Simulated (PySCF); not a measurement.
**Pd (palladium, neutral) across methods**

[Kr] 4d10, closed-shell 1S. All numbers are calculated (PySCF 2.14, scalar relativity through the core potential, in aug-cc-pwCVTZ-PP with ECP28MDF).

```json
{"method": "B97-3", "E (hartree)": "-127.4746", "mean ε 4s (eV)": "-91.278", "mean ε 4p (eV)": "-55.647", "mean ε 4d (eV)": "-5.408", "Σ⟨r²⟩ (bohr²)": "41.51", "⟨S²⟩": "0.000"}
{"method": "LDA", "E (hartree)": "-127.2126", "mean ε 4s (eV)": "-86.118", "mean ε 4p (eV)": "-51.804", "mean ε 4d (eV)": "-4.286", "Σ⟨r²⟩ (bohr²)": "42.60", "⟨S²⟩": "0.000"}
{"method": "UHF", "E (hartree)": "-126.60905", "mean ε 4s (eV)": "-104.86", "mean ε 4p (eV)": "-65.816", "mean ε 4d (eV)": "-8.885", "Σ⟨r²⟩ (bohr²)": "40.16", "⟨S²⟩": "0.000"}
{"method": "PBE0", "E (hartree)": "-127.4354", "mean ε 4s (eV)": "-90.894", "mean ε 4p (eV)": "-55.368", "mean ε 4d (eV)": "-5.367", "Σ⟨r²⟩ (bohr²)": "41.58", "⟨S²⟩": "0.000"}
{"method": "M06", "E (hartree)": "-127.4842", "mean ε 4s (eV)": "-89.988", "mean ε 4p (eV)": "-54.974", "mean ε 4d (eV)": "-5.602", "Σ⟨r²⟩ (bohr²)": "41.68", "⟨S²⟩": "0.000"}
{"method": "PBE", "E (hartree)": "-127.4592", "mean ε 4s (eV)": "-86.041", "mean ε 4p (eV)": "-51.697", "mean ε 4d (eV)": "-4.013", "Σ⟨r²⟩ (bohr²)": "42.54", "⟨S²⟩": "0.000"}
{"method": "r2SCAN", "E (hartree)": "-127.4727", "mean ε 4s (eV)": "-88.540", "mean ε 4p (eV)": "-53.284", "mean ε 4d (eV)": "-3.978", "Σ⟨r²⟩ (bohr²)": "41.82", "⟨S²⟩": "0.000"}
```

Estimate the same row for B3LYP.

E (hartree) = -127.4937; mean ε 4s (eV) = -90.161; mean ε 4p (eV) = -54.823; mean ε 4d (eV) = -5.223; Σ⟨r²⟩ (bohr²) = 42.02; ⟨S²⟩ = 0.000.

Energies and moments cover only the electrons outside the core potential.
